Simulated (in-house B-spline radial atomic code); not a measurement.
Ionising the vanadium ion V⁶⁺ with different functionals

Computed with a B-spline radial code for spherical atoms: four-component Dirac-Coulomb Hamiltonian, Fermi nucleus of rms radius 3.6002 fm, spin-restricted, spherical fractional occupations for the functionals, and exact exchange of hybrids averaged over the configuration. The ionisation energy is the difference of two self-consistent energies, [Ne] 3s2 3p5 → [Ne] 3s2 3p4, without Breit or QED terms; ε is the level of the shell that loses the electron (mean over j). The electron is taken from both j subshells in proportion to 2j + 1, so the result is a j average, not the step between ground levels.

```json
{"method": "BHandHLYP", "rung": "global hybrid", "ΔSCF (eV)": "152.00", "-ε(3p) (eV)": "146.52"}
{"method": "B97-1", "rung": "global hybrid", "ΔSCF (eV)": "152.20", "-ε(3p) (eV)": "143.00"}
{"method": "CAM-B3LYP", "rung": "range-separated hybrid", "ΔSCF (eV)": "152.20", "-ε(3p) (eV)": "144.94"}
{"method": "wB97X", "rung": "range-separated hybrid", "ΔSCF (eV)": "152.17", "-ε(3p) (eV)": "145.97"}
```

Task: Among the functionals, which spreads more, the ΔSCF values or the orbital energies?

Result: The orbital energies: ΔSCF values span about 0.21 eV and the orbital energies 3.53 eV; here energy differences depend much less on the functional than eigenvalues do.

Task: How do they compare with the NIST value?

Result: NIST lists 150.7 eV ± 0.13 (semi-empirical, ground level to ground level). Errors run from +1.28 to +1.48 eV. The correlated functionals all miss on the same side by more than they spread, so the cause is common to them (Breit-QED terms, spin polarisation, the choice among j levels, multiplet and fine-structure energies, or a listed next ion that isn't the cheapest removal here) and closeness doesn't rank the functionals.
